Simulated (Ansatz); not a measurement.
System: GeHF2, charge 0, doublet. GeHF2 (SMILES [F][GeH][F], doublet).
B3LYP-D3(BJ)/def2-TZVP minimum from Ansatz (an electronic-structure program):
```xyz
4

Ge    -0.1296     0.1548     0.3069
F      1.2578     0.6367    -0.6371
F     -0.8449    -1.1303    -0.6339
H      0.4308    -0.5098     1.6171
```
Charge 0, spin multiplicity 2.

Total energies in aug-cc-pVDZ, 19 correlated electrons, 16 frozen orbitals. Radicals and triplets start from unrestricted determinants; spin-orbit coupling is neglected. Cores are frozen in correlated methods (noble-gas shells, and filled d and f shells in the p block). No relativity.

| method | program | energy (Eh) | minus CCSDT(Q) (mEh) |
|---|---|---|---|
| HF | Ansatz | -2274.86316 | 524.39 |
| MP2 | Ansatz | -2275.36249 | 25.06 |
| CCSD | Ansatz | -2275.37272 | 14.83 |
| CCSD(T) | Ansatz | -2275.38569 | 1.86 |
| CCSDT(Q) | Ansatz | -2275.38754 | 0.00 |

Rough core times of Ansatz's runs on a shared machine: CCSD(T) under 20 s, CCSDT(Q) 20 min.
